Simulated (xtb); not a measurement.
SiF2HI, SMILES F[SiH](F)I. All values are semi-empirical tight-binding results from xtb (GFN2-xTB unless named), good for trends rather than for accurate numbers. Coordinates come from a GFN2-xTB optimisation.

Optimised geometry:

```xyz
5

Si    -1.3310     0.4051     0.0000
F     -1.9769    -0.3379    -1.2420
F     -1.9769    -0.3379     1.2420
I      1.0547    -0.0261     0.0000
H     -1.6828     1.7929     0.0000
```

### Question
Estimate the properties. (Estimate from the structure and the level; the computed values follow.)

### Answer

```yaml
point_group_as_xtb_finds_it: Cs
orbital_gap: 6.02 eV
zero_point_energy: 9.5 kcal/mol
G − E(el) at 298.15 K (modified RRHO): -9.9 kcal/mol
static polarisability (D4 model): 69.1 bohr³
solvation energy, GFN2-xTB/ALPB(water): 0.2 kcal/mol
solvation energy, GFN2-xTB/ALPB(ether): -3.4 kcal/mol
```

### Question
Give the atomic charges and the Wiberg bond orders between heavy atoms. (The exact figures need the calculation; the answer reports its results.)

### Answer
charges (e) Si1 0.63, F2 -0.24, F3 -0.24, I4 -0.11, H5 -0.03. Bond orders Si1–F2 1.13, Si1–F3 1.13, Si1–I4 1.10.
